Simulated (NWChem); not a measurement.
System: C₄H₈; SMILES C/C=C\C

NWChem input:

```
start job
memory heap 200 mb stack 900 mb global 1100 mb
geometry units angstroms noautoz
  C      1.584922     0.000000     0.517049
  C      0.669733     0.000000    -0.663875
  C     -0.669733     0.000000    -0.663875
  C     -1.584922     0.000000     0.517049
  H      2.246625    -0.882576     0.502068
  H      2.246625     0.882576     0.502068
  H      1.048621     0.000000     1.476086
  H      1.167078     0.000000    -1.641667
  H     -1.167078     0.000000    -1.641667
  H     -1.048621     0.000000     1.476086
  H     -2.246625    -0.882576     0.502068
  H     -2.246625     0.882576     0.502068
end
basis spherical
  * library sto-3g
end
dft
  xc b3lyp
  iterations 150
  mulliken
end
task dft energy
```

Structure relaxed at the PBE0/def2-SVP level.

Q: Give the results of this calculation. (B3LYP/STO-3G.) Quantities: basis functions; energy (Ha); highest occupied level (eV); orbital gap (eV); dipole (D).

A: The number of basis functions is 28 and the energy (Ha) is -155.33. The highest occupied level (eV) is -4.95, the orbital gap (eV) comes out as 8.43 and the dipole (D) is 0.19.
